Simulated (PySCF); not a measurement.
Species: CH₆BClSi.
Structure used (PBE0-D3(BJ)/def2-SVP), in Å, numbered top down from 1:
```
atom  x, y, z in Å
B1    -0.9044    0.3251    0.8635
C2     0.2647    1.3250    0.9950
Si3    1.8562    0.4964    0.4214
Cl4    3.3935    1.8827    0.5529
H5    -1.5246    0.2380   -0.1720
H6    -1.1794   -0.4308    1.7680
H7     0.4791    1.6332    2.0317
H8     0.1702    2.2071    0.3401
H9     1.7647    0.0639   -1.0000
H10    2.2089   -0.6603    1.2893
```

Level of theory: PBE0-D3(BJ)/def2-SVP geometry optimisation, gas phase (PySCF 2.14.0).

Take the most abundant isotopes and a rigid rotor. The values belong to one conformer with, in the numbering `[BH2:1][CH2:2][SiH2:3][Cl:4]`, H–B1–C2–Si3 -88° and 88°, B1–C2–Si3–Cl4 178°.

Q: Give the principal moments of inertia and the rotational constants in MHz.

A: Ia = 34.83, Ib = 252.80, Ic = 273.92 u·Å²; 505379 MHz·u·Å²/I gives A = 14510, B = 1999, C = 1845 MHz.

Q: What kind of rotor is it?

A: A near-prolate asymmetric top. Ray's parameter κ = (2B − A − C)/(A − C) = -0.976; −1 is the prolate and +1 the oblate limit.

Q: Is it planar, by Δ = Ic − Ia − Ib?

A: Not planar: Δ = Ic − Ia − Ib = -13.71 u·Å². For a rigid frame Δ = −2 Σ m c², so Σ m c² = 6.85 u·Å² lies off the ab plane: 6.84 from hydrogen and 0.01 from heavier atoms. The atom farthest from that plane is 1.22 Å away.

Q: Give the other two planar moments, Paa and Pbb, and the rms extents of the mass along the axes.

A: Paa = Σ m a² = (Ib + Ic − Ia)/2 = 245.95 and Pbb = Σ m b² = (Ia + Ic − Ib)/2 = 27.98 u·Å². With the mass M = 92.00 u, the rms extents √(P/M) along a, b and c are 1.64, 0.55, 0.27 Å.

Q: Where do the levels up to J = 5 lie, in MHz?

A: Above 0(0,0):
J = 1: 1(0,1) 3844, 1(1,1) 16355, 1(1,0) 16509
J = 2: 2(0,2) 11531, 2(1,2) 23889, 2(1,1) 24351, 2(2,1) 61883, 2(2,0) 61884
J = 3: 3(0,3) 23057, 3(1,3) 35189, 3(1,2) 36114, 3(2,2) 73415, 3(2,1) 73422, 3(3,1) 136354, 3(3,0) 136354
J = 4: 4(0,4) 38420, 4(1,4) 50254, 4(1,3) 51795, 4(2,3) 88790, 4(2,2) 88811, 4(3,2) 151733, 4(3,1) 151733, 4(4,1) 239843, 4(4,0) 239843
J = 5: 5(0,5) 57612, 5(1,5) 69083, 5(1,4) 71395, 5(2,4) 108007, 5(2,3) 108057, 5(3,3) 170958, 5(3,2) 170958, 5(4,2) 259067, 5(4,1) 259067, 5(5,1) 372352, 5(5,0) 372352

Q: Predict some low-J microwave lines.

A: The dipole components are |μa| = 0.81 D, |μb| = 0.15 D, |μc| = 0.04 D. Intensities carry the squares of the components, which stand as 1.00 : 0.03 : 0.00 (a : b : c). Some of the stronger lines:

```
type  branch         J(Ka,Kc)    MHz  lower level (cm⁻¹)
   a       Q  2(1,1) ← 2(1,2)    462               0.797
   a       R  1(0,1) ← 0(0,0)   3844               0.000
   a       R  2(1,2) ← 1(1,1)   7534               0.546
   a       R  2(0,2) ← 1(0,1)   7687               0.128
   a       R  2(1,1) ← 1(1,0)   7842               0.551
   b       Q  1(1,0) ← 1(0,1)  12665               0.128
   b       Q  2(1,1) ← 2(0,2)  12820               0.385
   b       R  1(1,1) ← 0(0,0)  16355               0.000
   b       R  2(1,2) ← 1(0,1)  20045               0.128
   b       Q  2(2,0) ← 2(1,1)  37533               0.812
   b       Q  2(2,1) ← 2(1,2)  37994               0.797
   b       R  2(2,1) ← 1(1,0)  45374               0.551
   b       R  2(2,0) ← 1(1,1)  45529               0.546
```

No frequency check. These are rigid-rotor constants of the computed structure; measured ground-state constants (B0) also hold zero-point vibration. Quadrupole hyperfine structure (11B, 35Cl) is left out.

Time: 21 s wall; peak memory 0.38 GiB. Hardware: one thread of an Arm Neoverse V1, on a shared host. That covers the optimisation of the geometry.
